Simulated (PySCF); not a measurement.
**Polarisability and C₆ of V (vanadium, neutral)**

[Ar] 3d3 4s2, high-spin 4F determinant. Calculation: PySCF 2.14, in aug-cc-pwCVTZ; no relativity, point nucleus. Coupled (time-dependent) response in atomic units; α is the mean over directions.

| method | mean α (bohr³) | C₆ (like pair) | S(−4) |
| --- | --- | --- | --- |
| PBE0 | 98.31 | 1081 | 5596 |

S(−4) is the Cauchy moment in α(ω) = α(0) + S(−4) ω² + …

Reference α: 87 ± 10 bohr³ (recommended; Schwerdtfeger and Nagle, table of static dipole polarizabilities (2023 update)). Published C₆: 832.0 (Chu and Dalgarno (2004); Tang, Norbeck and Certain (1976)).

α(iu) at PBE0:

```tsv
u (hartree)	α(iu) (bohr³)
0	98.31
0.0500	86.60
0.100	65.46
0.200	35.27
0.300	21.20
0.500	10.46
0.750	5.982
1.00	4.063
1.50	2.364
2.00	1.590
3.00	0.8767
5.00	0.3895
```
